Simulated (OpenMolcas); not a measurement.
# Zr2+: effect of the IPEA shift

```
Program             : OpenMolcas
Basis               : ANO-RCC-VTZP [7s6p4d2f1g]
Scalar Hamiltonian  : DKH2, point nucleus
Active space        : 2 electrons in 6 orbitals (4d 5s)
State averaging     : 2S+1 = 3 even, 15 roots; 2S+1 = 1 even, 21 roots kept (CI in the orbitals of an earlier block)
Spin-orbit coupling : state interaction with AMFI integrals over the reference wave functions, term energies averaged over their components
```

Methods on the same reference wave functions:
A. CASSCF
B. MS-CASPT2, IPEA 0 Eh, imaginary shift 0.1 Eh (closed shells correlated: 4s 4p)
C. MS-CASPT2, IPEA 0.25 Eh, imaginary shift 0.1 Eh (closed shells correlated: 4s 4p)

Energies in cm-1 above 4d2 3F2, the measured ground level; measured values from Moore, Atomic Energy Levels, vol. II, NSRDS-NBS 35 (1971 reprint of NBS Circular 467, 1952); NIST levels as listed in Rynkun, Gaigalas and Jonsson, Astron. Astrophys. 637, A10 (2020).

| Level | A | B | C | Measured |
| --- | --- | --- | --- | --- |
| 4d2 3F2 | 0.0 | 0.0 | 0.0 | 0.0 |
| 4d2 3F3 | 685 | 702 | 703 | 681 |
| 4d2 3F4 | 1512 | 1526 | 1526 | 1486 |
| 4d2 1D2 | 7238 | 5590 | 5530 | 5742 |
| 4d2 3P0 | 10341 | 8140 | 8630 | 8062 |
| 4d2 3P1 | 10599 | 8410 | 8910 | 8326 |
| 4d2 3P2 | 11105 | 8940 | 9420 | 8838 |
| 4d2 1G4 | 14087 | 11770 | 11590 | 11049 |
| 4d 5s 3D1 | 18979 | 18840 | 18510 | 18399 |
| 4d 5s 3D2 | 19376 | 19220 | 18890 | 18803 |
| 4d 5s 3D3 | 20030 | 19890 | 19560 |  |
| 4d 5s 1D2 | 28838 | 25150 | 24880 | 25066 |
| 4d2 1S0 | 31143 | 23620 | 23870 | 23979 |
| 5s2 1S0 | 56667 | 50040 | 49860 | 48507 |

Deviations, from unrounded energies. A percentage is the sum of absolute deviations over the sum of measured energies, with the sign that they share, or ± where signs differ.

```csv
Against measurement,Levels,A,B,C
mean absolute deviation (cm-1),12,2600,340,370
fine structure of the ground term (%),2,+1.3,+2.8,+2.9
other terms of the ground configuration (%),6,+28.1,±2.2,±3.9
other configurations (%),4,+11.8,+2.2,±1.6
```

B lies closest to measurement on these levels and A furthest from it. The largest miss of B in the table is 5s2 1S0, by +1500 cm-1. The ranking rests on the paired levels alone, and a cruder setting can come out closer through cancelling errors.

Between B and C the level of the table that moves most is 4d2 3P1, by 490 cm-1 (lowest in B, highest in C). Moves below CASPT2's spread within the term are not significant.

The mean deviations of B to C differ by less than CASPT2's widest spread within a term (870 cm-1), so their order carries little weight.

From A to B the spin-free energies of the other terms of 4d2 shown, above 3F, scale by factors of 0.74 to 0.82, as is usual when dynamic correlation screens the repulsion within a d or f shell.

The lowest spin-free term lies below A's lowest term by 0.262 hartree in B, 0.257 hartree in C.

CASPT2 does not keep the components of a term degenerate, so their means are used; among the terms shown or strongly mixed into the levels shown the widest spread is 870 cm-1 (4d2 1G, B). Terms from blocks run as CI alone lack orbitals of their own. A single d shell beside an s shell can misplace configurations of different d count against each other. Without dynamic correlation excited terms often stand tens of per cent too high (terms of higher spin than the ground term too low), and those without a measured partner can miss by more than the paired ones (holds for A). Measured partners are found by configuration, term and J. A level has none where our copy of the source lacks it or the pairing is in doubt (some pairs that miss far off the trend of their configuration count as doubtful), and it then counts in no deviation. Levels of configurations outside the active space are missing.
